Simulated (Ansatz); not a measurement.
`BCCCl` + HCl → `ClCCCl` + BH₃  (substitution at a C–B bond)

Computed with Ansatz on PBE0-D4/def2-TZVP structures; ΔE is electronic, products minus reactants. CBS: MP2 limit from def2 TZ/QZ plus the TZ coupled-cluster correction, frozen cores. This one scheme is used for every species. DFT in def2-TZVPP. Each species was taken in one conformer, which may not be the lowest.

**Question.** Is it downhill or uphill in electronic energy at CCSD(T)/CBS, and by how much? (An estimate is asked.)

**Answer.** Ansatz gave: Uphill: ΔE = +0.70 eV.

**Question.** What do these levels give: PBE-D4, PBE, r2SCAN, PBE0, HF/def2-TZVPP, CCSD/def2-TZVPP? (Estimate.)

**Answer.** Computed: PBE-D4 0.74, PBE 0.73, r2SCAN 0.74, PBE0 0.74, HF/def2-TZVPP 0.60, CCSD/def2-TZVPP 0.72 eV.

Largest T1 diagnostic among the species: 0.009.

In def2-TZVPP, CCSD(T) changes the Hartree–Fock value by +0.11 eV (the triples alone add −0.01 eV) and MP2 by +0.10 eV.
